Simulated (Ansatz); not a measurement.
Mg5S4I2, relaxed as a singlet with RKS r2SCAN-D4/def2-SVP in Ansatz, starting from the GFN1-xTB geometry. Force threshold 0.03 eV/Å.

In the def2 sets I takes a core potential; there is no spin–orbit coupling.

Start:

```xyz
11

S    -0.162   -2.755    0.013
S    -0.165    0.700   -0.836
S    -2.201   -0.085    2.812
S     1.877    0.882    1.826
Mg   -1.582   -1.858    1.600
Mg   -0.977   -1.289   -1.852
Mg    1.204   -0.868    0.405
Mg    1.714    2.138   -0.248
Mg   -0.508    0.985    1.713
I    -2.166   -1.912   -4.038
I     2.966    4.062   -1.396
```

```json
{"step": "1", "energy (eV)": "-86759.8097", "largest force component (eV/Å)": "0.658", "SCF passes": "18"}
{"step": "2", "energy (eV)": "-86759.9708", "largest force component (eV/Å)": "0.205", "SCF passes": "19"}
{"step": "3", "energy (eV)": "-86759.9871", "largest force component (eV/Å)": "0.169", "SCF passes": "19"}
{"step": "4", "energy (eV)": "-86759.9939", "largest force component (eV/Å)": "0.095", "SCF passes": "21"}
{"step": "5", "energy (eV)": "-86760.0032", "largest force component (eV/Å)": "0.069", "SCF passes": "19"}
{"step": "6", "energy (eV)": "-86760.0166", "largest force component (eV/Å)": "0.100", "SCF passes": "19"}
{"step": "7", "energy (eV)": "-86760.0270", "largest force component (eV/Å)": "0.107", "SCF passes": "19"}
{"step": "8", "energy (eV)": "-86760.0332", "largest force component (eV/Å)": "0.153", "SCF passes": "19"}
{"step": "9", "energy (eV)": "-86760.0387", "largest force component (eV/Å)": "0.131", "SCF passes": "19"}
{"step": "10", "energy (eV)": "-86760.0418", "largest force component (eV/Å)": "0.114", "SCF passes": "19"}
{"step": "11", "energy (eV)": "-86760.0450", "largest force component (eV/Å)": "0.104", "SCF passes": "19"}
{"step": "12", "energy (eV)": "-86760.0476", "largest force component (eV/Å)": "0.046", "SCF passes": "21"}
{"step": "13", "energy (eV)": "-86760.0495", "largest force component (eV/Å)": "0.027", "SCF passes": "21"}
{"step": "14", "energy (eV)": "-86760.0547", "largest force component (eV/Å)": "0.045", "SCF passes": "20"}
{"step": "15", "energy (eV)": "-86760.0692", "largest force component (eV/Å)": "0.107", "SCF passes": "19"}
{"step": "16", "energy (eV)": "-86760.1100", "largest force component (eV/Å)": "0.180", "SCF passes": "19"}
{"step": "17", "energy (eV)": "-86760.1903", "largest force component (eV/Å)": "0.209", "SCF passes": "19"}
{"step": "18", "energy (eV)": "-86760.2794", "largest force component (eV/Å)": "0.195", "SCF passes": "19"}
{"step": "19", "energy (eV)": "-86760.2971", "largest force component (eV/Å)": "0.204", "SCF passes": "19"}
{"step": "20", "energy (eV)": "-86760.3045", "largest force component (eV/Å)": "0.100", "SCF passes": "19"}
{"step": "21 (rejected)", "energy (eV)": "-86760.3032", "largest force component (eV/Å)": "0.124", "SCF passes": "19"}
{"step": "22", "energy (eV)": "-86760.3095", "largest force component (eV/Å)": "0.046", "SCF passes": "19"}
{"step": "23", "energy (eV)": "-86760.3111", "largest force component (eV/Å)": "0.053", "SCF passes": "19"}
{"step": "24", "energy (eV)": "-86760.3121", "largest force component (eV/Å)": "0.045", "SCF passes": "21"}
{"step": "25", "energy (eV)": "-86760.3126", "largest force component (eV/Å)": "0.019", "SCF passes": "21"}
```

Force components are those of the run's own axes.

End:

Cartesian coordinates in Å:
```
S 0.314 -2.790 -0.218
S 0.217 0.844 -1.142
S -2.448 -0.388 2.057
S 1.597 1.105 2.008
Mg -1.913 -2.116 0.628
Mg -0.533 -1.287 -1.927
Mg 1.334 -0.779 0.542
Mg 1.964 2.285 -0.078
Mg -0.775 1.014 1.290
I -3.118 -2.066 -2.032
I 3.361 4.178 -1.127
```

Bonds formed: Mg5–I10 (atoms count from 1). Metal–metal contacts that move far: Mg5–Mg6 3.55 to 3.02 Å.

The force fell under the threshold at step 13, but the optimiser went on and released 0.263 eV more. No frequencies were taken in this run, so the end may be a saddle point.

Run time 5.1 min (4 threads of Arm Neoverse V1 on a shared host).
